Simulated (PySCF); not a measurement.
## AlSi2PH8O3

The system: AlSi2PH8O3, a molecule; neutral, singlet. The structure, one conformer, was relaxed in the gas phase by PBE0-D3(BJ)/def2-SVP. No frequency run checks that it is a minimum.

SMILES: [OH][Al]([OH])[O]P([SiH3])[SiH3]

```xyz
15

Si    1.596    0.640    1.628
P    -0.666    0.573    1.463
Si   -0.732    1.991   -0.330
O    -0.768   -0.981    0.860
Al   -0.773   -1.768   -0.647
O    -0.711   -3.449   -0.796
O    -0.870   -0.738   -1.984
H     2.205    0.108    0.365
H     2.030   -0.241    2.754
H     2.082    2.032    1.876
H    -2.071    1.926   -0.984
H    -0.588    3.323    0.341
H     0.356    1.846   -1.343
H    -0.668   -4.066   -0.064
H    -0.872   -0.983   -2.909
```
Atoms count from 1 in this order.

Shieldings: GIAO PBE0/pcSseg-1. Shifts are against computed references at the same level: H TMS (σ 31.27 ppm), Si TMS (σ 352.0 ppm). Core levels by delta-SCF with SCAN, pcX-2 on the ionised atom and pcseg-1 elsewhere, spin-free X2C (2p3/2 is the spin-free 2p value less a third of a first-order spin-orbit splitting); from the vacuum level, for chosen atoms.

Q: Give the NMR and core-level values of the distinct atoms.

A: 
| atoms | bonded to | σ (ppm) | δ (ppm) | core level (eV) |
| --- | --- | --- | --- | --- |
| Si1 | 1 P + 3 H | 414.1 | -62.1 | 2p3/2 106.47 |
| P2 | 1 O + 2 Si | 294.3 | - | 2p3/2 136.49 |
| Si3 | 1 P + 3 H | 418.2 | -66.2 | 2p3/2 106.29 |
| O4 | 1 Al + 1 P | 400.4 | - | 1s 537.47 |
| Al5 | 3 O | 475.0 | - | 2p3/2 81.02 |
| O6 | 1 Al + 1 H | 324.9 | - | - |
| O7 | 1 Al + 1 H | 328.9 | - | - |
| H8 H9 H10 | 1 Si | 27.12 | 4.15 | - |
| H11 H12 H13 | 1 Si | 27.04 | 4.23 | - |
| H14 | 1 O | 29.87 | 1.40 | - |
| H15 | 1 O | 30.12 | 1.14 | - |

Values are those of this one static structure, with the three H of a rotating XH3 group averaged; atoms that internal rotation interchanges would show their mean in an NMR spectrum.

Q: By CAM-B3LYP/def2-SVPD (TDDFT singlets, Tamm-Dancoff triplets, ionisation by delta-SCF), where does absorption start, and what does vertical ionisation take?

A: The lowest singlet lies at 4.43 eV (f 0.006), the strongest of the first 6 at 6.08 eV (f 0.100), the lowest triplet at 3.84 eV; vertical ionisation takes 8.47 eV.
